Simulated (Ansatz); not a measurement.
C3H7N, SMILES `C/C=C\N` (charge 0, multiplicity 1).

All values below come from Ansatz (a quantum-chemistry and plane-wave program) with CAM-B3LYP/cc-pVTZ // PBE0-D3(BJ)/def2-TZVP.

Ansatz 0.2 input:
```yaml
crystal:
  periodic: [false, false, false]
  atoms:
    - { symbol: C, position_ang: [-1.341257, -0.418787, -0.330177] }
    - { symbol: C, position_ang: [-0.526314, 0.561981, 0.446562] }
    - { symbol: C, position_ang: [0.806264, 0.632281, 0.433796] }
    - { symbol: N, position_ang: [1.668026, -0.128611, -0.34004] }
    - { symbol: H, position_ang: [-1.634737, -0.030348, -1.312475] }
    - { symbol: H, position_ang: [-2.261476, -0.673416, 0.200369] }
    - { symbol: H, position_ang: [-0.805457, -1.357674, -0.50537] }
    - { symbol: H, position_ang: [-1.052881, 1.292402, 1.049013] }
    - { symbol: H, position_ang: [1.307999, 1.386704, 1.031306] }
    - { symbol: H, position_ang: [1.269125, -0.96199, -0.743092] }
    - { symbol: H, position_ang: [2.570708, -0.302544, 0.070108] }
basis:
  gaussian: { orbitals: cc-pVTZ }
hamiltonian:
  xc: cam_b3lyp
```

Output:

```
Functional definition: CAM-B3LYP
1087 factors; their error is unknown
300 factors; integrals over basis functions are off by at most 1.1e-5 eV
mean field evaluation 1: about -4706.8279 eV, gradient 5.8e1 eV
mean field evaluation 2: about -4707.6797 eV, gradient 5.4e1 eV
mean field evaluation 4: about -4713.8859 eV, gradient 1.8e0 eV
mean field evaluation 8: about -4713.8905 eV, gradient 5.3e-2 eV
mean field evaluation 16: about -4713.8778 eV, gradient 3.6e-5 eV
mean field -4713.87777885 eV, -173.2318131917 hartree, gradient 3.6e-5 eV, S^2 0.000000; 0 other end points of the search recorded, 0 dependent functions left out
reference -4713.87789896 eV, -173.2318176054 hartree; 16, 16 occupied and 202, 202 virtual orbitals, 1087 factors
Total energy: -4713.87789896 eV, -173.2318176054 hartree
```
